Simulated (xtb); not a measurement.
Harmonic IR lines of one isomer of C4H8Si2, unscaled. Calculation: GFN2-xTB run with xtb.

wavenumber (cm⁻¹): 528 (w), 565 (w), 578 (w), 605 (m), 741 (w), 752 (m), 788 (m), 795 (m), 807 (m), 1005 (m), 2224 (m), 2230 (m), 2239 (m), 2253 (vs), 3037 (vw), 3050 (w), 3097 (w)

### Question
Name which structure gives these lines.
A) `[SiH3][SiH]1C=CC=C1`
B) `[SiH3]C1=CC=C[SiH2]1`
C) `[SiH3]C1=C[SiH2]C=C1`

### Answer
B, `[SiH3]C1=CC=C[SiH2]1`
